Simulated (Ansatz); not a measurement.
Program: Ansatz. Geometries: PBE0-D4/def2-TZVP. ΔE: electronic, gas phase. CBS: MP2 limit from def2 TZ/QZ plus the TZ coupled-cluster correction, frozen cores. This one scheme is used for every species. DFT in def2-TZVPP. HSE06 is defined as in plane-wave codes. For Ge outer-core shells are correlated without core-valence functions, which leaves a few kJ/mol of doubt a bond. Scalar relativity is left out up to krypton. Each species was taken in one conformer, which may not be the lowest.

Reaction (substitution at a C–S bond): `CS[CH2][GeH3]` + CH₃OH → `CO[CH2][GeH3]` + CH₃SH

```tsv
level	ΔE (kJ/mol)	difference from CCSD(T)/CBS
r2SCAN-D4	39.7	-5.8
r2SCAN0-D4	41.5	-4.0
HSE06-D4	43.0	-2.5
ωB97X-V	36.7	-8.8
ωB97M-V	39.6	-5.9
B2PLYP	36.8	-8.7
PBE	38.1	-7.4
revPBE	37.1	-8.4
PBE0	39.6	-5.9
r2SCANh	39.5	-6.0
LC-ωPBE	38.2	-7.3
MP2/def2-SVP	32.5	-13.0
CCSD/def2-SVP	23.4	-22.1
SCS-MP2/def2-QZVPP	45.1	-0.4
MP2/CBS(def2)	53.8	8.3
CCSD/CBS(def2)	43.3	-2.2
CCSD(T)/CBS	45.5	0
```

Largest T1 diagnostic among the species: 0.011.

The D4 term adds +6.4 kJ/mol with B3LYP and +3.4 kJ/mol with PBE0; it sums over pairs of atoms, weighted by their polarisabilities, and B3LYP, whose exchange is more repulsive, gets the larger term. In def2-TZVPP, CCSD(T) changes the Hartree–Fock value by +12.5 kJ/mol (the triples alone add +2.2 kJ/mol) and MP2 by +20.8 kJ/mol.

CCSD(T)/CBS has its own doubt, a few kJ/mol and more with outer-core shells, so smaller differences from it don't rank the levels.

B3LYP here is the variant with VWN-RPA as its local correlation; programs differ in this.
